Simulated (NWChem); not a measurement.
System: C3H4O2Si; SMILES O=C1CC(=O)[SiH2]1

Here is an NWChem input.

```
start job
memory heap 200 mb stack 900 mb global 1100 mb
geometry units angstroms noautosym nocenter noautoz
  O      2.365377     0.000000    -0.528766
  C      1.183301     0.000000    -0.280468
  C      0.000000     0.000000    -1.275927
  C     -1.183301     0.000000    -0.280468
  O     -2.365377     0.000000    -0.528766
  Si     0.000000     0.000000     1.320965
  H      0.000000     0.892153    -1.943831
  H      0.000000    -0.892153    -1.943831
  H      0.000000    -1.235151     2.181884
  H      0.000000     1.235151     2.181884
end
basis spherical
  * library def2-svp
end
dft
  xc b3lyp
  iterations 150
  mulliken
end
task dft energy
esp
  recalculate
  probe 0.07
  range 0.3
  factor 1.0
  spacing 0.02
end
task esp
```

All runs use the structure optimised with PBE-D3(BJ)/def2-SVP. B3LYP is NWChem's, with the RPA form of VWN correlation.

Atomic charges in e: unrestrained fits to the electrostatic potential beside Mulliken populations; buried atoms are poorly determined by the fit.

Atoms are numbered as in the input.

Q: Predict the main results of this run. (B3LYP/def2-SVP.) Quantities: ESP O1; Mulliken O1; ESP C2; Mulliken C2; ESP C3; Mulliken C3; ESP C4; Mulliken C4; ESP O5; Mulliken O5; relative RMS misfit of the potential (%).

A: 
```yaml
ESP O1: -0.41
Mulliken O1: -0.16
ESP C2: 0.33
Mulliken C2: -0.10
ESP C3: -0.06
Mulliken C3: 0.02
ESP C4: 0.33
Mulliken C4: -0.10
ESP O5: -0.41
Mulliken O5: -0.16
relative RMS misfit of the potential (%): 22
```
